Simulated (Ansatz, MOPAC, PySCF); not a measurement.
Species: GeF3, net charge 1, singlet state. SMILES of the parent species: [F][Ge]([F])[F]
Geometry from a B3LYP-D3(BJ)/def2-TZVP (Ansatz, a first-principles code) optimisation:
```
Ge
F 1 1.6588
F 1 1.6588 2 120.00
F 1 1.6588 2 120.00 3 180.00
```
Charge +1, spin multiplicity 1.

Unscaled harmonic wavenumbers (cm⁻¹) in rising order, each level at the stationary point that it reaches from this structure (no distance between atoms moves by over 0.3 Å); the order of modes can differ between levels, and a negative number is imaginary. B3LYP-D3(BJ)/def2-TZVP (PySCF, at the structure above): 212, 212, 214, 759, 881, 881.

AM1 (MOPAC): 136, 172, 172, 717, 815, 815. Zero-point energy 4.0 against 4.5 kcal/mol; where all levels lie over 400 cm⁻¹, the wavenumbers are on average 0.932 times those of B3LYP-D3(BJ)/def2-TZVP.

B3LYP/6-31G* with LANL2DZ past Ar (Ansatz): 225, 253, 253, 753, 872, 872. Zero-point energy 4.6 against 4.5 kcal/mol; where all levels lie over 400 cm⁻¹, the wavenumbers are on average 0.990 times those of B3LYP-D3(BJ)/def2-TZVP.
